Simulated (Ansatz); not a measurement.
C₂H₈BNS (`CN(C)BS`). Charge 0, multiplicity 1. All single points use the PBE0-D4/def2-TZVP geometry. It is one conformer, not always the lowest.

```xyz
13

C     0.948   -0.164    0.856
N    -0.061   -0.054   -0.167
C     0.172   -0.957   -1.272
B    -1.166    0.795   -0.157
S    -1.668    1.987    1.112
H     0.773    0.546    1.662
H     0.962   -1.172    1.285
H     1.943    0.035    0.440
H    -0.611   -0.841   -2.019
H     0.179   -2.000   -0.931
H     1.141   -0.755   -1.744
H    -1.913    0.769   -1.090
H    -0.700    1.812    2.026
```

**Question.** What is the dipole moment at B3LYP/def2-TZVPP? (An estimate is asked.)

**Answer.** Ansatz gave: 2.79 D, with components (2.20, -1.71, -0.02) D in this frame, pointing from negative to positive charge.

**Question.** And with PBE, r2SCAN, ωB97M-V? (Estimate.)

**Answer.** Ansatz gave: PBE 2.84 D, r2SCAN 2.87 D, ωB97M-V 2.78 D.

**Question.** Give the Mulliken charges with B3LYP, r2SCAN, ωB97M-V in def2-TZVPP. (Estimate.)

**Answer.** Computed: 
| atom | B3LYP | r2SCAN | ωB97M-V |
| --- | --- | --- | --- |
| C1 | -0.18 | -0.07 | -0.24 |
| N2 | -0.09 | -0.07 | -0.11 |
| C3 | -0.16 | -0.04 | -0.22 |
| B4 | 0.00 | 0.00 | -0.06 |
| S5 | -0.22 | -0.21 | -0.20 |
| H6 | 0.08 | 0.04 | 0.09 |
| H7 | 0.10 | 0.06 | 0.12 |
| H8 | 0.10 | 0.06 | 0.12 |
| H9 | 0.10 | 0.06 | 0.10 |
| H10 | 0.09 | 0.05 | 0.12 |
| H11 | 0.09 | 0.05 | 0.12 |
| H12 | 0.01 | -0.02 | 0.05 |
| H13 | 0.08 | 0.08 | 0.09 |

B3LYP here is the variant with VWN-RPA as its local correlation; programs differ in this.
